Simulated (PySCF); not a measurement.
## Electron correlation in Be (beryllium, neutral)

[He] 2s2, closed-shell 1S. Calculation: PySCF 2.14, in cc-pVTZ (4s3p2d1f, 30 functions); no relativity, point nucleus. Frozen: 1s2; 2 electrons correlated.

Total MP2 correlation energy: -28.18 mhartree.

Same-spin part 0.00 and opposite-spin part -28.18 mhartree; SCS-MP2 scales them by 1/3 and 6/5 to -33.81 mhartree.

With two correlated electrons CCSD is exact within the correlated space (frozen core and kept virtual orbitals).

```json
{"level": "CCSD", "correlation energy (mhartree)": "-45.55"}
```

Diagnostics: T1 = 0.020, D1 = 0.0278, largest double amplitude 0.129.

Cost of the coupled-cluster step: 0.15 s of wall time on 1 thread of Neoverse-N1 (shared host), for 2 correlated electrons.
